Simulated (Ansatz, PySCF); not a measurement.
Species: C2H6BO2, net charge 0, doublet state. It need not be the lowest isomer of its formula. 
Geometry from a B3LYP-D3(BJ)/def2-TZVP (Ansatz, a first-principles code) optimisation:
```
O
B 1 1.3526
O 2 1.3700 1 119.85
C 3 1.3552 2 123.99 1 0.00
H 4 1.0767 3 115.51 2 180.00
H 4 1.0785 5 124.76 3 180.00
C 1 1.4212 2 122.18 3 180.00
H 7 1.0905 1 108.88 2 -120.66
H 7 1.0905 8 108.96 1 118.63
H 7 1.0920 8 109.33 9 119.43
H 2 1.1921 1 122.66 7 0.00
```
Charge 0, spin multiplicity 2.

Wanted: atomisation energy (electronic, to ground-state atoms), in kcal/mol. Cores are frozen in the correlated levels unless marked. UHF or UKS for open shells. Spin-orbit coupling is left out. No relativistic terms. The coupled-cluster limit lacks core correlation, which all-electron functionals hold. Basis-set limits of correlation are two-point, X^-3; Hartree-Fock from the larger set. The bracket is a focal-point correction in the basis named.

| level | program | atomisation energy (kcal/mol) |
|---|---|---|
| HF/def2-TZVPD | PySCF | 772.4 |
| B3LYP-D4/def2-TZVPD | Ansatz + dftd4 | 1048.4 |
| TPSSh-D4/def2-TZVPD | PySCF + dftd4 | 1048.7 |
| B2PLYP/def2-TZVPD | Ansatz | 1035.6 |
| SCS-MP2/6-31G* | Ansatz | 965.9 |
| CCSD(T)/STO-3G | Ansatz | 1035.5 |
| RI-MP2/CBS(cc-pVTZ,cc-pVQZ)+[CCSD(T)-MP2]/cc-pVTZ | Ansatz | 1043.8 |
